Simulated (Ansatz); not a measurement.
CH5ClO2Ti (`[CH3][Ti]([OH])([OH])[Cl]`). Charge 0, multiplicity 1. Correlated methods include outer-core shells of Ti, which these sets cover unevenly. Scalar relativity is left out up to krypton.

Z-matrix (Å, degrees):
```
C
Ti 1 2.052
H 1 1.094 2 109.6
H 1 1.093 2 109.4 3 120.3
H 1 1.094 2 108.7 3 -119.8
O 2 1.769 1 105.4 3 -58.9
O 2 1.779 1 105.1 3 60.9
Cl 2 2.215 1 106.2 3 -178.9
H 6 0.956 2 146.8 1 -119.9
H 7 0.957 2 138.4 1 -119.7
```

Give the diagnostics of a CCSD(T)/def2-TZVPP run (frozen core, Ansatz). (Estimate.)

Computed: T1 = 0.0224, largest single amplitude 0.042, largest double 0.029, (T) share of the correlation energy 4.7 %, 14 CCSD cycles. The RHF solution is stable towards an unrestricted one. T1 lies over the customary mark of 0.02 for closed shells; compounds of d metals often pass it without a breakdown.
